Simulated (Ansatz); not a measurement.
Si2Au4⁻, relaxed as a doublet with UKS r2SCAN-D4/def2-SVPD in Ansatz, starting from the GFN2-xTB geometry. Force threshold 0.02 eV/Å.

In the def2 sets Au takes a core potential; there is no spin–orbit coupling. The structure comes from a short search, and lower isomers may exist.

Start:

```csv
atom,x (Å),y (Å),z (Å)
Au1,1.0783,2.5333,0.1452
Au2,2.2256,-0.0272,-3.3017
Au3,-2.5636,-1.5538,3.6288
Au4,-1.1743,-0.5956,1.6976
Si5,0.1071,0.3361,-0.0991
Si6,0.3269,-0.6928,-2.0707
```

| step | energy (eV) | largest force component (eV/Å) | SCF passes |
| --- | --- | --- | --- |
| 1 | -30534.0438 | 1.280 | 26 |
| 2 | -30534.2419 | 0.327 | 34 |
| 3 | -30534.2604 | 0.083 | 32 |
| 4 | -30534.2796 | 0.095 | 34 |
| 5 | -30534.3007 | 0.178 | 35 |
| 6 | -30534.3178 | 0.272 | 33 |
| 7 | -30534.3297 | 0.244 | 32 |
| 8 | -30534.3569 | 0.227 | 33 |
| 9 | -30534.4008 | 0.172 | 33 |
| 10 | -30534.4501 | 0.162 | 32 |
| 11 | -30534.4806 | 0.206 | 33 |
| 12 | -30534.5076 | 0.163 | 32 |
| 13 | -30534.5250 | 0.139 | 31 |
| 14 | -30534.5340 | 0.147 | 32 |
| 15 | -30534.5426 | 0.107 | 31 |
| 16 | -30534.5445 | 0.009 | 25 |
| 17 | -30534.5449 | 0.026 | 24 |
| 18 | -30534.5449 | 0.015 | 27 |

Force components are those of the run's own axes.

End:

```tsv
atom	x (Å)	y (Å)	z (Å)
Au1	0.6954	2.5197	-0.2415
Au2	2.0434	-0.6549	-1.4347
Au3	-1.8746	-1.5023	3.6061
Au4	-0.8967	-0.4788	1.4262
Si5	-0.0648	0.3421	-0.5488
Si6	0.0973	-0.2258	-2.8074
```

Bonds formed: Au2–Si5 (atoms count from 1). The end is the same structure that another start reached, the lowest one found.

The force fell under the threshold at step 16, but the optimiser went on. No frequencies were taken in this run, so the end may be a saddle point.

Hardware: 4 threads of Arm Neoverse V1 on a shared host. Wall time 3.5 min.
